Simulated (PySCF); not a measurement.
## Nonlinear optical response: SMILES C=C(Cl)/C(Cl)=C/Br, C$_{4}$H$_{3}$BrCl$_{2}$

Geometry:
```csv
atom,x (Å),y (Å),z (Å)
C1,-1.879,-1.019,-0.661
C2,-0.942,-0.670,0.228
Cl3,-1.286,-0.836,1.927
C4,0.392,-0.144,-0.100
Cl5,0.742,0.025,-1.783
C6,1.303,0.194,0.829
Br7,2.996,0.860,0.465
H8,-2.844,-1.402,-0.328
H9,-1.682,-0.923,-1.728
H10,1.071,0.083,1.887
```

Computed, not measured: PySCF 2.14.0, quadratic response CAM-B3LYP/def2-TZVPD first hyperpolarisability, Taylor convention, gas phase. Geometry: PBE0-D3(BJ)/def2-SVP.

The calculation is non-relativistic, which matters for the atoms heavier than Zn.

(1) Give β for the processes computed.

(2) Which lowest excitations, dipole and polarisabilities go with it?

Results:

(1) In au, Taylor convention; the vector part is βᵢ = ⅓ Σⱼ (βᵢⱼⱼ + βⱼᵢⱼ + βⱼⱼᵢ); β∥ is 3/5 of the vector part along the dipole, the dipole points from − to +:
| process | λ (nm) | β vector norm | β∥ | β HRS | depolarisation ratio |
| --- | --- | --- | --- | --- | --- |
| static β(0;0,0) | ∞ | 236.5 | -141.9 | 109.0 | 3.73 |
| second harmonic β(−2ω;ω,ω) | 1907 | 269.6 | -161.7 | 122.8 | 3.83 |
| Pockels β(−ω;ω,0) | 1907 | 246.9 | -148.1 | – | – |
| second harmonic β(−2ω;ω,ω) | 1064 | 366.4 | -219.6 | 163.2 | 4.04 |
| Pockels β(−ω;ω,0) | 1064 | 272.1 | -163.2 | – | – |

(2) S1 5.17 eV (f = 0.582); S2 5.43 eV (f = 0.001); S3 5.90 eV (f = 0.016); dipole 1.01 D; isotropic α 104.2 au static, 104.7 au at 1907 nm, 105.8 au at 1064 nm, 106.2 au at 953.5 nm, 111.3 au at 532 nm.
